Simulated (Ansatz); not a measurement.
`CN[BH][SnH3]` + H₂ → `BNC` + `[SnH4]` at 600 K and 1 bar (hydrogenolysis of a B–Sn bond).

Computed with Ansatz on PBE0-D4/def2-TZVP structures; ΔE is electronic, products minus reactants. CCSD(T)/CBS is the MP2 limit (def2-TZVPP, def2-QZVPP) plus CCSD(T) − MP2 in def2-TZVPP, frozen cores. This one scheme is used for every species. def2 core potentials past Kr. For Sn outer-core shells are correlated without core-valence functions, which leaves a few kJ/mol of doubt a bond. Each species was taken in one conformer, which may not be the lowest.

```tsv
species	CCSD(T)/CBS energy (Eh)	H − E (kJ/mol)	S (J/(mol·K))
`CN[BH][SnH3]`	-336.39466	297.6	453.9
H₂	-1.17544	43.9	150.8
`BNC`	-121.18426	242.2	328.7
`[SnH4]`	-216.39156	98.5	271.3
```

H − E and S are ideal-gas, rigid-rotor, harmonic terms from PBE0-D4/def2-TZVP, for one conformer and one mirror image of each species. For small species the MP2-based limit differs from directly extrapolated CCSD(T) by up to some mEh (0.8 for H₂); such offsets cancel only in part. 1 Eh = 2625.50 kJ/mol, R = 8.31446 J/(mol·K).

Task: By hand: ΔE, ΔH, ΔS and ΔG.

Result: ΔE = (-121.18426) + (-216.39156) − (-336.39466) − (-1.17544) = -0.00572 Eh = -15.0 kJ/mol. Δ(H − E) = 242.2 + 98.5 − 297.6 − 43.9 = -0.8, so ΔH = -15.8 kJ/mol. ΔS = 328.7 + 271.3 − 453.9 − 150.8 = -4.7 J/(mol·K). ΔG = -15.8 − 600 × (-4.7)/1000 = -13.0 kJ/mol.

Task: By hand: the equilibrium constant, and the temperature at which ΔG would vanish if ΔH and ΔS stayed fixed.

Result: log₁₀ K = −ΔG/(RT ln 10) = 1.1. ΔG = 0 at ΔH/ΔS = 3362 K, far beyond where these terms or the molecules hold.

The number of gas molecules stays the same, so ΔS is small and ΔH decides. A doubt of 5 kJ/mol in ΔE shifts log₁₀ K by 0.4 here. Other conformers and mirror images would add mixing entropy, several J/(mol·K) or more a flexible species. These are equilibria of isolated gas molecules and say nothing of rates. Largest T1 diagnostic: 0.014 (customary marks: 0.02 for closed shells, 0.045 for open ones).
